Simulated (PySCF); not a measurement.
A calculated (M06-L, PySCF 2.14, aug-cc-pVQZ-DK, the spin-free X2C one-electron Hamiltonian (Gaussian nucleus)) atom or ion has these occupied shells.

| shell | electrons | orbital energy (eV) | rms radius, mean of both spins (bohr) |
| --- | --- | --- | --- |
| 1s α | 1 | -276.77 | 0.313 |
| 1s β | 1 | -275.13 | 0.313 |
| 2s α | 1 | -16.717 | 1.66 |
| 2p α | 3 | -6.997 | 1.88 |

Task: Name the element and its charge.

Result: C (carbon, neutral), in [He] 2s1 2p3, high-spin 5S determinant (an excited configuration).
